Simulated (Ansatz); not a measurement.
Conformers of `NC1BN1`, each relaxed with PBE0-D4/def2-TZVP in Ansatz. CBS adds the triple-zeta coupled-cluster correction to the MP2 limit.

Not all of them had a frequency check.

Conformer A:

Z-matrix (Å, degrees):
```
C
B 1 1.557
N 1 1.481 2 52.6
N 1 1.422 2 124.3 3 105.8
H 1 1.089 2 120.6 3 -98.6
H 2 1.185 1 155.0 3 -176.5
H 3 1.005 1 137.3 2 -177.4
H 4 1.010 1 112.9 2 -14.1
H 4 1.012 1 113.1 2 -138.5
```

Conformer B:

Cartesian coordinates in Å:
```
N 1.211 -0.560 -0.292
C 0.167 0.398 -0.085
B -1.334 0.006 -0.255
N -0.807 0.114 0.974
H 1.219 -0.924 -1.234
H 2.127 -0.189 -0.083
H 0.484 1.442 -0.121
H -2.304 -0.280 -0.872
H -0.762 -0.008 1.969
```

(1) Which is lowest in electronic energy at CCSD(T)/CBS (frozen core, def2 sets), and by how much? (Estimate.)

(2) Give the energies relative to A (kJ/mol) with r2SCAN-D4/def2-TZVPP, ωB97M-V/def2-TZVPP, PBE/def2-TZVPP, r2SCAN/def2-TZVPP, B3LYP/def2-TZVPP, CCSD(T)/def2-TZVPP, MP2/def2-QZVPP. (An estimate is asked.)

Results:

(1) Ansatz gave: A; B lies 2.0 kJ/mol higher.

(2) Computed: 
| level | B |
| --- | --- |
| r2SCAN-D4/def2-TZVPP | 2.6 |
| ωB97M-V/def2-TZVPP | 0.9 |
| PBE/def2-TZVPP | 2.4 |
| r2SCAN/def2-TZVPP | 2.6 |
| B3LYP/def2-TZVPP | 1.9 |
| CCSD(T)/def2-TZVPP | 2.1 |
| MP2/def2-QZVPP | 2.1 |

B3LYP here is the variant with VWN-RPA as its local correlation; programs differ in this.
